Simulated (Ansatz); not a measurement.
C$_{2}$H$_{4}$SSeSi (`SC1=C[Se][SiH2]1`), relaxed with RKS PBE0-D4/def2-TZVP in the Gaussian-basis code of Ansatz from a PBE-D4/def2-SVP geometry. The force threshold is 0.005 eV/Å; the program also tests the step.

Total charge 0; spin multiplicity 1.

Start:

```xyz
9

S     1.680    0.075   -1.548
C     0.263   -0.113   -0.515
C    -0.771   -0.974   -0.743
Se   -1.997   -1.019    0.771
Si   -0.217    0.419    1.222
H     1.870    1.407   -1.322
H    -0.942   -1.619   -1.623
H    -0.577    1.864    1.432
H     0.693   -0.040    2.326
```

**Question.** By how much does the energy fall, and how many steps does the optimiser take? (An estimate is asked.)

**Answer.** The calculation gave: 5.04 kJ/mol, in 7 steps.

**Question.** Which bonds change most? (Estimate.)

**Answer.** Computed: Se4–Si5 from 2.333 to 2.299 Å; C2–C3 from 1.365 to 1.343 Å; S1–H6 from 1.365 to 1.343 Å; C2–Si5 from 1.879 to 1.857 Å.

**Question.** Give the relaxed structure. (Estimate.)

**Answer.** Computed: 
```xyz
9

S     1.634    0.093   -1.563
C     0.259   -0.120   -0.509
C    -0.758   -0.967   -0.731
Se   -1.972   -1.010    0.772
Si   -0.217    0.409    1.206
H     1.874    1.380   -1.264
H    -0.935   -1.595   -1.600
H    -0.575    1.838    1.393
H     0.688   -0.029    2.296
```
